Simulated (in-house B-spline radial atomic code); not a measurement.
Values are calculated unless marked as measured or tabulated.
**Be ion on Ga atom: potential, deflection and energy transfer**

The pair potential comes from two frozen, spherical free-atom densities (PBE, B-spline radial code, scalar-relativistic past argon): electrostatics plus the change in Thomas-Fermi kinetic and Dirac exchange energy where they overlap, the recipe behind the universal ZBL potential, which averages such potentials (from solid-state densities) over many pairs. It is written V = (Z1 Z2 e²/r) φ(r/a), with e² = 14.3996 eV·Å and a = 0.46850 Å/(Z1^0.23 + Z2^0.23); ZBL's fit is φ = 0.18175 e^(−3.1998x) + 0.50986 e^(−0.94229x) + 0.28022 e^(−0.4029x) + 0.02817 e^(−0.20162x). Where φ falls below 4e-4 it is continued as an exponential.

Masses 9.01 and 69.72 u.

| x = r/a | φ, this pair | φ, ZBL |
| --- | --- | --- |
| 0.1 | 0.8888 | 0.8928 |
| 0.25 | 0.7679 | 0.7647 |
| 0.5 | 0.6182 | 0.6096 |
| 1 | 0.4283 | 0.4164 |
| 1.5 | 0.3103 | 0.2995 |
| 2 | 0.2285 | 0.2218 |
| 3 | 0.132 | 0.1292 |
| 4 | 0.07999 | 0.08026 |
| 5 | 0.05019 | 0.05224 |
| 6.5 | 0.02771 | 0.02914 |
| 8 | 0.01714 | 0.01705 |
| 10 | 0.009595 | 0.008778 |
| 12 | 0.005276 | 0.00474 |
| 14.5 | 0.002339 | 0.002328 |
| 17 | 0.0009356 | 0.001212 |

Problem. At x = 0.5 the electrostatic, kinetic and exchange parts are 14492.13, 2479.79 and -108.81 eV. Find r, V and φ.

Solution. a = 0.46850/(1.3755 + 2.2030) = 0.13092 Å, so r = 0.06546 Å. V = 14492.13 + 2479.79 + (-108.81) = 16863.11 eV. The bare repulsion is 4 × 31 × 14.3996/0.06546 = 27277 eV, so φ = 0.6182, +1.4 % against ZBL's 0.6096. The kinetic (Pauli) term is 15 % of V here.

Problem. The ion comes in at 0.154 keV with impact parameter 0.0655 Å. The scattering integral gives a centre-of-mass angle of 164.3° and a closest approach of 5.021 a. What are the reduced energy, the energy passed on and the laboratory angles?

Solution. ε = E a M2/(Z1 Z2 e² (M1 + M2)) = 154 × 6.4931e-05 = 0.01. The most that one collision can pass on is γE with γ = 4 M1 M2/(M1 + M2)² = 0.4054. Here T = γE sin²(θ/2) = 0.4054 × 154 × 0.9814 = 61.27 eV. The ion turns by arctan(sin θ/(cos θ + M1/M2)) = 162.0° (second quadrant: it bounces back), and the struck atom leaves at (180° − θ)/2 = 7.8°. The closest approach is 0.657 Å. With ZBL the angle would be 164.45° and T = 61.29 eV.
